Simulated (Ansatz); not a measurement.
The cluster NaLi3. Total charge 0; singlet. Geometry PBE/def2-TZVP.

Cartesian coordinates in Å:
```
Li 0.7393 -2.1838 1.6789
Li 0.1594 -0.7980 -0.9974
Li -0.7014 2.0054 -1.9029
Na -0.1972 0.9764 1.2213
```

The restricted singlet is unstable towards broken spin symmetry at other levels; at PBE/def2-TZVP, r2SCAN/def2-TZVP, PBE0/def2-TZVP this wasn't settled. Another isomer (singlet) lies 0.16 eV lower at PBE0/def2-TZVP; other spin states weren't run for this one.

Problem. Estimate the orbital energies around the gap (eV) in Ansatz with PBE/def2-TZVP, r2SCAN/def2-TZVP, PBE0/def2-TZVP.

Solution. 
```
orbital  PBE/def2-TZVP  r2SCAN/def2-TZVP  PBE0/def2-TZVP
 HOMO−9       -1032.39          -1040.27        -1049.60
 HOMO−8         -56.12            -58.75          -61.32
 HOMO−7         -50.83            -52.40          -54.91
 HOMO−6         -50.51            -52.07          -54.57
 HOMO−5         -50.51            -52.07          -54.57
 HOMO−4         -28.28            -29.39          -31.72
 HOMO−3         -28.28            -29.39          -31.72
 HOMO−2         -28.23            -29.34          -31.68
 HOMO−1          -3.90             -3.93           -4.54
   HOMO          -2.79             -2.78           -3.26
   LUMO          -2.10             -1.87           -1.58
 LUMO+1          -1.54             -1.39           -1.06
 LUMO+2          -1.52             -1.34           -1.00
 LUMO+3          -1.11             -0.95           -0.55
 LUMO+4          -0.77             -0.51           -0.20
 LUMO+5          -0.59             -0.23           -0.09
```
